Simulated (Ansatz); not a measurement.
```xyz
9

S     0.0000    0.0000    1.1893
C     0.0000    1.2350   -0.0031
C     0.0000   -1.2350   -0.0031
C     0.0000    0.7120   -1.2695
C     0.0000   -0.7120   -1.2695
H     0.0000    2.2833    0.2931
H     0.0000   -2.2833    0.2931
H     0.0000    1.3256   -2.1717
H     0.0000   -1.3256   -2.1717
```

Basis set: cc-pVDZ (spherical functions). Correlated methods keep 9 orbitals frozen. Charge 0, multiplicity 1.

Computed with Ansatz (development build ahead of 0.2.0); each method stands on the lowest determinant of its kind that the runs found. Restricted open shells among the atoms or ions are ROHF, correlated in semicanonical orbitals with singles.

Question: Give the atomization energy at this shape (free ground-state atoms in the same class of orbitals less the molecule, no zero-point energy) of singlet C4H4S by RHF-MP2, RHF.

Answer:

```json
{"method": "RHF-MP2", "atomization energy": "39.54 eV"}
{"method": "RHF", "atomization energy": "29.95 eV"}
```
